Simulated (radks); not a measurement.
Coulomb parameter of the 4d shell of neutral rhodium in the model configuration [Kr] 4d8 5s1, as a second difference U = [E(n + 0.5) + E(n - 0.5) - 2 E(n)] / (0.5)^2 with all orbitals relaxed. "Bare": the charge of the atom changes with n. "Screened": the 5s shell takes up the change at fixed total charge, which measures U(4d,4d) + U(5s,5s) - 2 U(4d,5s). Calculated with a radial shooting solver on a logarithmic mesh with Libxc functionals: scalar-relativistic Kohn-Sham, SCAN, spin-unpolarised, spherical densities, finite nucleus; meta-GGA in the generalised Kohn-Sham scheme; Fermi nuclear charge, rms radius 4.4945 fm.

case              configuration  E - E(n) (eV)
start              [Kr] 4d8 5s1          0.000
bare +0.5        [Kr] 4d8.5 5s1         -1.898
bare -0.5        [Kr] 4d7.5 5s1          4.275
screened +0.5  [Kr] 4d8.5 5s0.5         -0.721
screened -0.5  [Kr] 4d7.5 5s1.5          1.017

U(bare) = 9.508 eV, U(screened by 5s) = 1.183 eV, against the Slater integral F0(4d,4d) = 15.769 eV with frozen orbitals. The step up makes a negative ion, whose loosely bound charge lowers the bare value.
